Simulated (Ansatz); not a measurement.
Born–Oppenheimer molecular dynamics of Cl3HSn (5 atoms, charge 0, multiplicity 1). It starts at the highest image of a converged band. Of that band: Neighbouring images differ by up to 1.3 eV, so the band resolves the path poorly. A vibrational analysis at the climbing image gives one clearly imaginary mode, 899i cm⁻¹: a first-order saddle point.

Level of theory: RKS PBE-D4/def2-SVPD in Ansatz 0.2.0.

```
ensemble                      : NVE (velocity Verlet)
time step                     : 0.5 fs
steps asked                   : 200
starting velocities drawn for : 300 K
seed                          : 4039
```

First frame:

```xyz
5
Properties=species:S:1:pos:R:3
Sn -0.269 0.004 0.413
H 0.924 0.005 1.741
Cl 2.336 -0.012 0.413
Cl -0.903 1.897 -0.883
Cl -0.926 -1.894 -0.862
```

Q: How far do the bonds stretch over the last three quarters of this one trajectory? (Pairs bonded in most of those frames.)

A: 
```csv
bond,mean (Å),spread (Å),shortest,longest
Sn1–H2,1.787,0.079,1.63,1.92
Sn1–Cl3,2.367,0.110,2.23,2.60
Sn1–Cl4,2.371,0.011,2.36,2.39
Sn1–Cl5,2.404,0.054,2.31,2.47
```

Mean temperature of the second half: 1635 K. The conserved energy stayed within 0.13 meV per atom of its start (net change -0.037 meV per atom), so the integration is sound. The kinetic energy rose, since the run started high on the potential surface and went downhill. A run of 0.1 ps of so small a system gives no equilibrium averages. The orbitals stay closed-shell, which can raise the energy where a bond breaks towards radicals; this wasn't checked here.

Run time: 3 min on 4 threads of Intel(R) Xeon(R) Platinum 8488C (Sapphire Rapids), on a shared host, peak memory 0.21 GiB.
